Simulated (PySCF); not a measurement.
**How methods differ on the excitation energy of Al⁺**

Al⁺ [Ne] 3s2 (1S) → Al⁺ [Ne] 3s1 3p1 (3P), as a difference of total energies. Calculation: PySCF 2.14, in aug-cc-pCVTZ-DK (8s7p5d3f, 75 functions); scalar relativity by spin-free X2C-1e. Correlated levels: valence and next inner shell: 1s2 frozen. The calculations carry no spin-orbit coupling.

```csv
method,excitation energy (eV),error (eV)
UHF,3.578,-1.073
MP2 (valence and next inner shell),4.446,-0.205
SCS-MP2 (valence and next inner shell),4.603,-0.048
CCSD (valence and next inner shell),4.615,-0.036
CCSD(T) (valence and next inner shell),4.649,-0.002
```

Reference: 4.651 eV (measured; NIST levels, between the centres of gravity of the two terms).

Errors of the correlated levels include the incompleteness of this basis and the frozen core.
